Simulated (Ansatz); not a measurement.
`O[Si](O)(F)[SiH2]Cl` at its PBE0-D4/def2-TZVP geometry, where that method's forces vanish. Total charge 0; spin multiplicity 1.

```csv
atom,x (Å),y (Å),z (Å)
O1,1.347,-1.544,0.041
Si2,0.598,-0.163,0.447
O3,1.573,1.082,0.042
F4,0.336,-0.093,2.021
Si5,-1.476,-0.092,-0.620
Cl6,-2.205,1.819,-0.304
H7,2.295,-1.618,0.170
H8,1.346,1.960,0.353
H9,-1.356,-0.294,-2.085
H10,-2.458,-1.055,-0.064
```

Problem. For each bond, give half the difference of the two atoms' forces along it (eV/Å; positive pushes the atoms apart) under PBE-D4, r2SCAN-D4, B3LYP-D4, ωB97M-V in def2-TZVPP. (An estimate is asked.)

Solution. Computed: 
```tsv
bond	length (Å)	PBE-D4	r2SCAN-D4	B3LYP-D4	ωB97M-V
O1–Si2	1.622	0.23	0.03	0.08	0.10
O1–H7	0.960	0.31	0.01	-0.03	-0.07
Si2–O3	1.632	0.26	0.06	0.11	0.10
Si2–F4	1.598	0.44	0.05	0.16	0.12
Si2–Si5	2.334	-0.27	-0.05	-0.06	-0.13
O3–H8	0.959	0.30	0.01	-0.03	-0.06
Si5–Cl6	2.070	0.19	0.06	0.24	0.14
Si5–H9	1.483	0.08	-0.02	-0.12	-0.13
Si5–H10	1.483	0.09	-0.01	-0.12	-0.13
```

B3LYP here is the variant with VWN-RPA as its local correlation; programs differ in this.
